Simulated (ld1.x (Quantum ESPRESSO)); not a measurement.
# N: excitation energies, all-electron against TM

N, norm-conserving Troullier–Martins (Kleinman–Bylander form), made with ld1.x (Quantum ESPRESSO) 7.5 (PBE, non-relativistic). Core [He], reference 2s1.5 2p3.5. Waves: 2s (bound): rc 1.05 bohr; 2p (bound): rc 1.70 bohr. Local part: all-electron potential smoothed inside 0.85 bohr (lloc = -1). Core correction: none.

Energies are relative to the spin-unpolarised reference configuration 2s1.5 2p3.5; without spin polarisation the order of configurations can differ from experiment.

```csv
valence configuration,charge,ΔE all-electron (eV),error AE − PS (meV)
2s2 2p2,+1,7.862,+50
2s2 2p1,+2,36.721,+301
2s1 2p3,+1,19.609,-15
2s1 2p0,+4,161.575,+1899
2s2 2p2.5,+0.5,-0.639,+15
2s1 2p4,0,5.742,+1.4
```

(1) What are ΔE and the potential's error for 2s2 2p3?

Levels in the configuration 2s2 2p2.5:

```json
{"level": "2s", "all-electron (eV)": "-25.094", "pseudo (eV)": "-25.086"}
{"level": "2p", "all-electron (eV)": "-13.449", "pseudo (eV)": "-13.407"}
```

## Answers

(1) ΔE = -5.735 eV all-electron; the error (AE − PS) is +1.8 meV.
